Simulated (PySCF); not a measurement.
# Electronic absorption of C7H6FN

Species: C7H6FN.
Cartesian coordinates in Å at the PBE0-D3(BJ)/def2-SVP level; atoms count from 1:
```
atom  x, y, z in Å
C1    -2.7959   -0.3275   -0.2201
C2    -1.4643   -0.4650   -0.1663
C3    -0.5050    0.6150   -0.3847
C4    -1.0382    1.9135   -0.6793
N5    -1.4934    2.9536   -0.9169
C6     0.8520    0.4864   -0.3291
C7     1.5753   -0.7261   -0.0529
C8     2.9152   -0.7812   -0.0030
F9     3.6734    0.2849   -0.2004
H10   -3.4547   -1.1804   -0.0450
H11   -3.2635    0.6372   -0.4379
H12   -1.0392   -1.4466    0.0573
H13    1.4553    1.3794   -0.5100
H14    1.0473   -1.6636    0.1285
H15    3.4942   -1.6857    0.2020
```

The calculation used PySCF, TDDFT wB97X-D/def2-SVPD, vertical, gas phase, core orbitals frozen in the response.

**Question.** Predict the UV-vis stick spectrum at this level.

**Answer.** 

```csv
state,E (eV),E (kJ/mol),λ (nm),f,|μ| (D),symmetry,"main configurations (H = HOMO, L = LUMO)"
S1,4.56,440,271.9,0.861,7.06,A′,H→L (98%)
S2,5.95,574,208.5,0.015,0.82,A′,"H-1→L (64%), H→L+1 (34%)"
S3,6.31,608,196.6,0.0000,0.02,–,H-3→L (85%)
S4,6.35,613,195.1,0.151,2.50,A′,"H→L+1 (58%), H-1→L (30%)"
S5,6.59,636,188.1,0.0038,0.39,A″,"H→L+3 (49%), H→L+2 (26%), H→L+6 (12%)"
S6,6.77,653,183.2,0.0007,0.17,–,H-2→L (85%)
```

The lowest singlet comes at 272 nm (440 kJ/mol) in the ultraviolet; it is strong; its leading configuration is HOMO→LUMO (98%). The lowest level is also the most intense of those listed (f = 0.861). Löwdin shares by element: HOMO carbon 59% or more (atoms not listed hold the other 41%); LUMO carbon 64% or more (atoms not listed hold the other 36%). The listed states span 2.21 eV, and the widest gap between neighbours is 1.39 eV (S1 to S2). Orbital energies (eV): HOMO-3 -11.67, HOMO-2 -11.57, HOMO-1 -10.72, HOMO -8.58, LUMO -0.81, LUMO+1 1.50, LUMO+2 2.09. The oscillator strengths of these states sum to 1.031; summed over the whole spectrum of an exact calculation they would give the number of electrons, 64 (Thomas–Reiche–Kuhn). Symmetry labels in Cs follow from the direction of the transition dipole and are given only for states with f of 0.002 or more. Singlets were solved by full linear response.

The run took 47 s wall on AMD EPYC 7R43, one thread, no GPU, on a shared host, and the process peaked at 1.1 GiB of memory.

One conformer stands for the species.
